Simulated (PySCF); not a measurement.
**Tb³⁺ (terbium, charge +3) across methods**

[Xe] 4f8, high-spin 7F determinant. All numbers are calculated (PySCF 2.14, scalar relativity by spin-free X2C-1e, in cc-pVDZ-X2C). The B2PLYP total includes its PT2 part (frozen core); its orbital energies are those of the SCF part.

| method | E (hartree) | mean ε 5p β (eV) | mean ε 4f α (eV) | mean ε 4f β (eV) | Σ⟨r²⟩ (bohr²) | ⟨S²⟩ |
| --- | --- | --- | --- | --- | --- | --- |
| PBE0 | -11706.67 | -53.445 | -39.295 | -33.813 | 34.58 | 12.004 |
| UHF | -11702.88077 | -57.735 | -48.491 | -40.776 | 34.60 | 12.006 |
| BP86 | -11708.40 | -51.677 | -35.972 | -31.261 | 34.61 | 12.003 |
| r2SCAN0 | -11706.90 | -53.863 | -39.634 | -33.828 | 34.52 | 12.006 |
| LDA | -11698.39 | -51.811 | -36.184 | -31.006 | 34.63 | 12.003 |
| B2PLYP | -11706.09 | -55.062 | -42.603 | -36.437 | 34.62 | 12.004 |
| PBE | -11706.74 | -51.529 | -35.922 | -31.067 | 34.65 | 12.003 |

Problem. Estimate the same row for r2SCAN.

Solution. E (hartree) = -11707.03; mean ε 5p β (eV) = -52.130; mean ε 4f α (eV) = -36.324; mean ε 4f β (eV) = -31.047; Σ⟨r²⟩ (bohr²) = 34.56; ⟨S²⟩ = 12.006.

Spin-orbit coupling, absent here, splits the open shell strongly.
